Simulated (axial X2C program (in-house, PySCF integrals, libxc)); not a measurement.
**Spectroscopic constants of TaTe**

All values were computed with an in-house relativistic program for diatomic molecules. Spin-free means the one-electron spin-free X2C Hamiltonian; two-component (2c) means X2C with spin–orbit coupling and atomic mean-field two-electron Coulomb and Gaunt terms, so the difference of the two also holds small scalar two-electron terms. Basis: Ta dyall-cv3z [13s14p9d7f4g], Te dyall-cv3z [11s12p8d4f1g] (cores contracted in-house); Gaussian nuclei, density fitting, unrestricted open shells. Masses: Ta 180.948 u, Te 129.906 u.

The run was started with this input:
```json
{
 "zs": [
  73,
  52
 ],
 "q": 0,
 "bas": [
  "dyall-cv3z",
  "dyall-cv3z"
 ],
 "levels": [
  "PBE0",
  "HF",
  "LDA"
 ],
 "cc": true,
 "r0": 2.54,
 "thr": -1.0,
 "nmax": 110,
 "npts": 10,
 "nst": 2,
 "ntry": 8
}
```
```bash
python so2c.py task.json out
```

Keys: zs atomic numbers; q charge; bas basis sets; levels methods; cc coupled cluster on or off; r0 starting distance in Å; thr threshold in hartree for freezing inner shells (an s shell follows its p shell); nmax most natural virtual spinors; npts points on the curve; nst determinants followed; ntry starts of the search. HF also brings MP2.

State, spin-free: M_S = 3/2, Λ = 0 (beyond evenly filled blocks: σα, δ+α, δ-α); electrons by block: σα: 24, σβ: 23, π+α: 13, π+β: 13, π-α: 13, π-β: 13, δ+α: 6, δ+β: 5, δ-α: 6, δ-β: 5, φ+α: 1, φ+β: 1, φ-α: 1, φ-β: 1. Fragments: Ta + Te.

State, 2c: Ω = 3/2 (⟨Sz⟩ = 1.49, ⟨Lz⟩ = 0.01 at PBE0); electrons by block: 1/2: 37, -1/2: 36, 3/2: 18, -3/2: 19, 5/2: 7, -5/2: 6, 7/2: 1, -7/2: 1. Fragments: Ta + Te.

```csv
Hamiltonian,level,Re (Å),ωe (cm⁻¹),Be (cm⁻¹),De (eV),μ (D)
spin-free,PBE0,2.472,261.5,0.03648,4.10,-4.55
spin-free,LDA,2.450,263.3,0.03714,5.18,-3.34
2c,PBE0,2.475,258.9,0.03638,n/a,-4.50
2c,LDA,2.453,260.8,0.03704,n/a,-3.30
```

Dipoles are positive if Te is the positive end.

Occupations by symmetry block were frozen at the best pattern of an incomplete PBE0 search. De is counted from the lowest determinant-based energies of the atoms at the same level, without counterpoise correction. De is not given where an atomic determinant may have missed its ground term or J level, or where the truncated virtual space spoils (T). Density functionals use the spin component along the axis (collinear). PBE0 can misorder states that lie within some tenths of an eV, so this need not be the ground state of the molecule. The nearest other spin-free determinant of the search, M_S = 1/2, Λ = 2, lies 0.43 eV up at the distance of the search. The functionals have no current-density term, which raises determinants with orbital currents, atoms included. With several unpaired electrons one determinant need not be a pure state. At some level and bond length an empty orbital lies below a filled one. This is the top spin component of a Σ state; components of lower Ω are not single determinants and can lie lower. The determinant is spin-polarised beyond a pure state at some levels (its spin-free form has ⟨S²⟩ too high), which makes Re and μ there less reliable.

No reliable constants came from CCSD (2c), CCSD (spin-free), CCSD(T) (2c), CCSD(T) (spin-free), HF (2c), HF (spin-free), MP2 (2c), MP2 (spin-free): no minimum in range, unconverged points, a curve that is not smooth, a change of character along it, or the two Hamiltonians disagreeing along it.

Rough cost a point (2c) on 1 thread(s) of a shared host, integrals apart: PBE0 5 s, LDA 1.1 s.

The whole task took 16 min on 1 thread of Arm Neoverse V1 (shared host).
